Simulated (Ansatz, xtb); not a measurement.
# Ranking isomers of BFH7NSi2

9 gas-phase structures of BFH7NSi2, found in a search over its isomers (lower ones may exist). Each was relaxed with GFN2-xTB; where two conformers were screened, the lower at r2SCAN-D4/def2-SVP is listed:

A. `FBN[SiH2][SiH3]`, a singlet
B. `BN[Si@@H](F)[SiH3]`, a singlet
C. `F[Si@H]1[BH2-][N@@H+]1[SiH3]`, a singlet
D. `FB([SiH3])N[SiH3]`, a singlet
E. `F[SiH2]NB[SiH3]`, a singlet
F. `F[SiH2]BN[SiH3]`, a singlet
G. `BN([SiH3])[SiH2]F`, a singlet
H. `BN[SiH2][SiH2]F`, a singlet
I. `FBN([SiH3])[SiH3]`, a singlet

Problem. Make a reasoned guess at their ranking by r2SCAN-D4/def2-SVP single-point energy.

Solution. Calculated order at r2SCAN-D4/def2-SVP: I (0.000), G (0.326), A (0.419), D (0.617), B (0.754), E (0.831), F (0.996), H (1.031), C (1.725) eV. Less than 1 kcal/mol parts F and H, so the order within that pair means little.

Energies above the lowest of each column, in eV; the last columns are at PBE0-D3(BJ)/pcseg-1 geometries and were run for some of them only (a dash: not run or not comparable):

```csv
structure,GFN2-xTB,HF/STO-3G,r2SCAN-D4/def2-SVP,PBE0-D3(BJ)/pcseg-1,CCSD(T)/def2-SVP + ΔMP2/def2-TZVPP
I,0.207,0.000,0.000,0.000,0.000
G,0.000,1.176,0.326,0.269,0.011
A,1.328,0.346,0.419,0.236,0.534
D,1.451,0.661,0.617,0.485,–
B,1.012,1.506,0.754,–,–
E,1.055,1.805,0.831,–,–
F,0.965,1.947,0.996,–,–
H,0.955,1.764,1.031,–,–
C,1.455,2.681,1.725,–,–
```

CCSD(T)/def2-SVP + ΔMP2/def2-TZVPP has G and I within 1 kcal/mol of each other at the bottom, and every level picks one of them. Flexible structures stand in one conformer each, not always the lowest. Frequencies (PBE0-D3(BJ)/pcseg-1) were run for A, G, I alone. The ΔMP2 step shifts differences by up to 0.281 eV, which makes them less sure. ΔMP2 is the change of the MP2 energy from the smaller to the larger basis.

Over these structures GFN2-xTB departs from r2SCAN-D4/def2-SVP by 0.327 eV on average once a common shift is removed. A GFN2-xTB relaxation took about 0.16 s and the r2SCAN-D4/def2-SVP energy about 2.1 s on a shared host (Ansatz 0.2.0, xtb 6.7.1).
